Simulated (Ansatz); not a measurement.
A search over several starts for the lowest SCF solution of Se₆⁺ at the given spin, in a small basis.

```yaml
crystal:
  periodic: [false, false, false]
  atoms:
    - {symbol: Se, position_ang: [-2.028037, 1.724722, 0.143157]}
    - {symbol: Se, position_ang: [-0.075870, 0.711610, 1.300089]}
    - {symbol: Se, position_ang: [2.263105, -1.162385, -0.724769]}
    - {symbol: Se, position_ang: [1.530824, 1.099688, -0.235616]}
    - {symbol: Se, position_ang: [1.191694, -2.494587, 0.599332]}
    - {symbol: Se, position_ang: [-2.881717, 0.120962, -1.082212]}
basis:
  gaussian: {orbitals: def2-SVP, initial_orbitals: start.molden}
total_charge: 1
magnetization: {spin_polarized: true, initial_magnetization: 1}
hamiltonian: {xc: pbe, dispersion: d4}
output: {orbitals: {seedname: orbitals}}
```

The file start.molden holds the orbitals of an earlier run on this structure, at another level or in another basis.

```sh
$ ansatz run in.yaml --threads 4 --pin off --events-out ev --progress --plain --max-ram 4787MiB
```

Shortened log:

```
Functional definition: PBE
  name "PBE"
  cite "Perdew, Burke & Ernzerhof, Phys. Rev. Lett. 77, 3865 (1996) doi:10.1103/PhysRevLett.77.3865"
  parent pbe
  parameter kappa = 0.804
  parameter beta = 0.06672455060314922
  exchange = pbe_x(kappa = kappa, mu = beta*pi^2/3)
  correlation = pbe_c(beta = beta)
2076 factors; their error is unknown
mean field evaluation 1: about -391986.5000 eV, gradient 8.0e0 eV
mean field evaluation 2: about -391986.7262 eV, gradient 4.1e-1 eV
mean field evaluation 4: about -391986.7684 eV, gradient 1.1e-1 eV
mean field evaluation 8: about -391986.1945 eV, gradient 6.8e-3 eV
mean field evaluation 16: about -391986.1945 eV, gradient 3.1e-5 eV
mean field evaluation 32: about -391979.2896 eV, gradient 2.1e1 eV
mean field evaluation 64: about -391986.1434 eV, gradient 1.9e0 eV
mean field evaluation 96: about -391985.1901 eV, gradient 6.8e-1 eV
mean field -391986.19454694 eV, -14405.2269518145 hartree, gradient 2.0e-6 eV, S^2 0.761743; 11 other end points of the search recorded, 0 dependent functions left out
reference -391986.19458318 eV, -14405.2269531464 hartree; 102, 101 occupied and 90, 91 virtual orbitals, 2076 factors
Total energy: -391986.63636709 eV, -14405.2431884057 hartree
```

Hardware: 4 threads of Arm Neoverse V1 on a shared host. Wall time 31 s.

Another isomer (doublet) lies 1.01 eV lower at PBE0-D4/def2-SVP; other spin states weren't run for this one.
